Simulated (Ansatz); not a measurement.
Ansatz (a quantum-chemistry and plane-wave program) input:

Ansatz 0.2 input:
```yaml
crystal:
  periodic: [false, false, false]
  atoms:
    - {symbol: Ge, position_ang: [-0.00000000, -0.00000000, -1.59327959]}
    - {symbol: I, position_ang: [0.00000000, 0.00000000, 0.96198013]}
basis:
  gaussian:
    orbitals: def2-SVPD
magnetization: {spin_polarized: true, initial_magnetization: 1}
correlation: {method: ccsd_t, electrons: outside_noble_gas}
```

Problem. What final total energy does it print?

Solution. -2371.96443 Eh (CCSD(T)/def2-SVPD). The basis has 73 functions.
